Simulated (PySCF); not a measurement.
LC-wPBE on Sc³⁺ (scandium, charge +3)

Configuration: [Ar], closed-shell 1S. All numbers are calculated (PySCF 2.14, the spin-free X2C one-electron Hamiltonian (Gaussian nucleus), in x2c-QZVPPall (11s7p5d3f2g, 96 functions)).

```
Total energy                        : -762.404 hartree
One-electron energy                 : -1021.432 hartree
Hartree (Coulomb) energy            : 297.263 hartree
Exchange-correlation energy         : -38.234 hartree
⟨S²⟩                                : 0.0000
⟨L²⟩                                : 0.000
Sum of ⟨r⟩                          : 11.58 bohr
Sum of ⟨r²⟩                         : 12.52 bohr²
Langevin diamagnetic susceptibility : -9.91 ×10⁻⁶ cm³/mol
```

| shell | electrons | mean orbital energy (eV) | rms radius, mean of both spins (bohr) |
| --- | --- | --- | --- |
| 1s | 2 | -4433.5 | 0.0845 |
| 2s | 2 | -513.77 | 0.374 |
| 2p | 6 | -427.41 | 0.341 |
| 3s | 2 | -92.871 | 1.13 |
| 3p | 6 | -70.176 | 1.22 |

Densities and radii are taken from the X2C orbitals without a picture-change correction, which distorts them close to the nucleus.
